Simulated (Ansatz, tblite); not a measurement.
Cost and result up the ladder for In₁₄P₁₃H₃₄⁻, a nanocrystal cut from wurtzite InP (hydrogen-capped) (61 atoms). The state is a singlet with charge -1. Geometry: PBE-D4/def2-SVP.

```xyz
61

In   -0.962    2.934   -3.830
P    -0.399    0.399   -4.118
In    1.898   -0.811   -4.725
P    -3.830    0.251   -1.710
In   -1.372   -0.754   -2.081
P    -1.579   -3.278   -2.001
P     2.201   -2.112   -2.451
In    0.777   -4.318   -2.693
In   -3.129   -3.808    0.035
P     0.931    3.457   -2.106
In    3.554    2.993   -2.220
P    -2.477    3.377    0.343
In   -4.410    1.653    0.390
In    0.080    2.600    0.122
P    -0.180    0.069    0.015
P     3.682    1.309   -0.195
In    2.241   -0.838   -0.202
P    -3.547    0.062    2.243
In   -1.070   -0.960    2.168
P    -1.308   -3.467    1.878
P     2.507   -2.332    1.890
In    1.111   -4.556    2.136
P     1.238    3.245    2.282
In    3.849    2.804    1.972
In   -0.382    2.539    4.207
P     0.194   -0.009    4.148
In    2.551   -1.247    4.294
H    -0.734    3.816   -5.323
H    -2.484    3.001   -2.925
H    -1.325   -0.067   -5.111
H     1.397   -2.019   -5.888
H     3.112    0.407   -4.959
H    -4.253    1.040   -2.825
H    -4.830   -0.771   -1.770
H    -2.413   -3.478   -3.153
H     3.552   -2.592   -2.534
H     0.593   -4.571   -4.414
H     1.209   -5.518   -1.515
H    -4.245   -2.439    0.179
H    -3.694   -5.463   -0.007
H     0.824    4.869   -1.868
H     3.906    2.230   -3.739
H     4.233    4.492   -1.627
H    -2.833    4.325   -0.668
H    -2.676    4.199    1.497
H    -6.035    2.261    0.535
H     5.007    0.767   -0.314
H    -4.536   -0.966    2.352
H    -3.800    0.742    3.477
H    -1.977   -3.779    3.109
H     3.852   -2.813    1.733
H     1.362   -5.647    0.810
H     1.170   -4.957    3.838
H     1.103    4.672    2.199
H     4.434    4.358    1.419
H     4.421    1.916    3.349
H    -2.022    2.695    3.554
H     0.080    3.266    5.729
H    -0.581   -0.580    5.213
H     3.789   -0.040    4.452
H     2.228   -2.558    5.405
```

Ansatz on 11 threads of AMD EPYC 7R13 on a shared host and a whole NVIDIA H100 80GB HBM3; xTB runs through tblite on one thread. Times are rough, summed over both states, and most runs start from the orbitals of an earlier one. PBE0-D4/def2-TZVP serves as the yardstick here, not as an exact answer. The other state is a triplet.

In the def2 sets In takes a core potential; there is no spin–orbit coupling. The xTB rows come from tblite. Single mean-field runs in def2-TZVP are fitted with def2-universal-jkfit. HOMO above LUMO, or a gap near zero within one spin, warns that the state may not be the lowest or that an electron is smeared out.

xTB has no spin-polarisation term.

```
                          level  functions  wall time  vertical triplet (eV)  difference from PBE0-D4/def2-TZVP (eV)                                  remarks
                       GFN2-xTB        277      1.9 s                   2.36                                   -1.28                                        –
                       GFN1-xTB        311      2.1 s                   2.78                                   -0.86                                        –
               PBE-D4/def2-TZVP       1385       37 s                   2.88                                   -0.76  gap within one spin near zero (triplet)
PBE0-D4/def2-TZVP (with forces)       1385       99 s                   3.64                                    0.00                                        –
```
